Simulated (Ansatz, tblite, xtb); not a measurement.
## C2H7GaN (SMILES [CH2][Ga]([CH3])[NH2]): methods side by side

The species is C2H7GaN (11 atoms), meant as a doublet with charge 0. As SMILES, `[CH2][Ga]([CH3])[NH2]`. The coordinates come from a PBE0-D4/def2-TZVP relaxation. This is one conformer, not always the lowest.

```xyz
11

C    -1.0931    1.7202   -0.2205
Ga   -0.0426    0.0989   -0.1206
C     0.3508   -0.9382    1.4985
N     0.6347   -0.4990   -1.7045
H    -1.2809    2.2544   -1.1488
H    -1.5550    2.1878    0.6453
H    -0.0646   -1.9454    1.4160
H     1.4300   -1.0391    1.6354
H    -0.0657   -0.4693    2.3910
H     1.1968   -1.3270   -1.8028
H     0.4895   -0.0433   -2.5891
```

Quantity: the dipole moment, in D. The values are calculated.

| level | kind | program | value (D) | CPU time |
| --- | --- | --- | --- | --- |
| IPEA1-xTB | semi-empirical | tblite | 1.04 | under 2 s |
| GFN2-xTB | semi-empirical | tblite | 0.34 | under 2 s |
| GFN1-xTB | semi-empirical | tblite | 1.07 | under 2 s |
| GFN0-xTB | semi-empirical | xtb | 0.54 | under 2 s |
| UHF/STO-3G | Hartree–Fock | Ansatz | 0.60 | 8.4 s |
| UHF/3-21G | Hartree–Fock | Ansatz | 0.49 | 2.9 s |
| UHF/def2-SVP | Hartree–Fock | Ansatz | 0.29 | 11 s |
| UBLYP/cc-pVDZ | GGA | Ansatz | 0.84 | 19 s |
| UB3LYP/6-31G | global hybrid | Ansatz | 0.58 | 16 s |
| UB3LYP/6-31G* (spherical functions) | global hybrid | Ansatz | 0.54 | 19 s |

All-electron rows without a relativistic Hamiltonian named are non-relativistic. The values span 0.29 to 1.07 D. Spin contamination of the reference (⟨S²⟩ at least 0.1 too high) touches UHF/STO-3G. Magnitudes only: a small dipole may point the other way at some levels. Sets without polarisation functions give poor dipoles. CPU times are rough (shared hosts, several kinds of processor): they show what a rung costs within a factor of a few.
